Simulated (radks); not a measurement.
Results of a calculation; reference values are marked as such.
Task: These are the eigenvalues of the occupied orbitals of an atom or ion with whole-number occupations (Ry). Code: a radial shooting solver on a logarithmic mesh with Libxc functionals. Model: Dirac Kohn-Sham, LDA (Slater exchange, Perdew-Wang correlation), spin-unpolarised, spherical densities, point nucleus.

orbital  eigenvalue
1s1/2     -358.0501
2s1/2     -40.51743
2p1/2     -34.07758
2p3/2     -33.65431
3s1/2      -5.75019
3p1/2      -4.05626
3p3/2      -4.00728
3d3/2      -1.46594

Which element is it, and in what charge state? The configuration may be excited. Open shells, if any, fill j = l - 1/2 first.

Result: Z = 22, titanium, charge +2: Ti2+ in [Ar] 3d2. The list shows which subshells hold electrons but not how many an open one holds; the 1s level, -179.03 hartree, gives Z - s = 18.9 by -(Z - s)^2/2, which with screening and relativity narrows Z to a few neighbours, and the depths of the outer levels then fix element, charge and occupations together.
